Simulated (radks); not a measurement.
Results of a calculation; reference values are marked as such.
Task: All-electron atom: Gd VI in [Kr] 4d10 4f6 5s1 5p6 (not the ground configuration). Level of theory: scalar-relativistic Kohn-Sham, PBE, spin-polarised, spherical densities, finite nucleus; open shells are filled with parallel spins first (spin-orbit coupling, left out, can overturn this in heavy ions); Fermi nuclear charge, rms radius 5.1569 fm (a radial shooting solver on a logarithmic mesh with Libxc functionals). Some entries of the table are withheld. Estimate them.

| orbital | occ. | eigenvalue (hartree) | r(max) (bohr) |
|---|---|---|---|
| 1s up | 1 | -1843.331 | 0.01392 |
| 1s down | 1 | -1843.327 | 0.01392 |
| 2s up | 1 | -306.3566 | 0.07901 |
| 2s down | 1 | -306.3522 | 0.07901 |
| 2p up | 3 | -272.9080 | 0.06395 |
| 2p down | 3 | -272.9040 | 0.06395 |
| 3s up | 1 | -69.82738 | 0.2243 |
| 3s down | 1 | -69.73212 | 0.2242 |
| 3p up | 3 | -59.46256 | 0.2201 |
| 3p down | 3 | -59.36766 | 0.2200 |
| 3d up | 5 | -45.76345 | 0.1801 |
| 3d down | 5 | -45.69012 | 0.1800 |
| 4s up | 1 | -16.03852 | 0.5153 |
| 4s down | 1 | -15.82084 | 0.5152 |
| 4p up | 3 | -12.61335 | 0.5376 |
| 4p down | 3 | -12.39705 | 0.5374 |
| 4d up | 5 | -7.87060 | 0.5577 |
| 4d down | 5 | -7.65455 | 0.5575 |
| 5s up | 1 | -3.99881 | 1.166 |
| 5s down | 0 | -3.85507 | 1.178 |
| 5p up | 3 | -3.07802 | 1.294 |
| 5p down | 3 | -2.96289 | 1.313 |
| 4f up | 6 | (1) | 0.5577 |
| 4f down | 0 | (2) | 0.5591 |

Result: 
(1) 4f up eigenvalue (hartree): -2.69638
(2) 4f down eigenvalue (hartree): -2.48780
